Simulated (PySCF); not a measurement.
Molecule: CH₄BO₂, charge 0, multiplicity 2. It need not be the lowest isomer of its formula. SMILES: COB[O]
Structure (B3LYP-D3(BJ)/def2-TZVP (Ansatz) minimum search):
```xyz
8

B      0.8492     0.4110     0.2236
O      1.1812     0.2729    -1.0605
O     -0.3079     0.0478     0.8223
C     -1.3501    -0.5644     0.0532
H      1.7352     0.9283     0.8630
H     -1.0044    -1.5003    -0.3893
H     -2.1738    -0.7675     0.7337
H     -1.6893     0.1052    -0.7391
```
Charge 0, spin multiplicity 2.

Dispersion corrections to the total energy (kcal/mol) from the dftd3 and dftd4 libraries through PySCF: D3(BJ) without and D4 with the three-body term, each with the damping fitted for the functional named.

```json
[
 {"functional": "BLYP", "D3(BJ)": "-5.20", "D4": "[?]"},
 {"functional": "B2PLYP", "D3(BJ)": "-1.87", "D4": "-1.64"},
 {"functional": "B2GP-PLYP", "D3(BJ)": "-1.35", "D4": "-0.96"},
 {"functional": "PBE", "D3(BJ)": "[?]", "D4": "-2.37"},
 {"functional": "BP86", "D3(BJ)": "-3.69", "D4": "-3.03"},
 {"functional": "HSE06", "D3(BJ)": "-1.48", "D4": "[?]"},
 {"functional": "LC-wPBE", "D3(BJ)": "-2.19", "D4": "-2.61"}
]
```

### Question
What belongs in the gaps?

### Answer

- BLYP, D4: -5.43
- PBE, D3(BJ): -2.49
- HSE06, D4: -1.80
